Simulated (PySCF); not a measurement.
A structure optimised at ωB97X-D3(BJ)/def2-SVPD, used in a PySCF frequency run:

```xyz
4

C      0.0000     0.0000    -0.5495
F      1.0932     0.6311     0.1221
F     -1.0932     0.6311     0.1221
F      0.0000    -1.2623     0.1221
```
Charge -1, spin multiplicity 1.

**Question.** Write its SMILES, formula and point group.

**Answer.** F[C-](F)F, CF₃, C3v

**Question.** What are its rotational constants (standard atomic weights)?

**Answer.** 10.132, 10.132, 5.5652 GHz
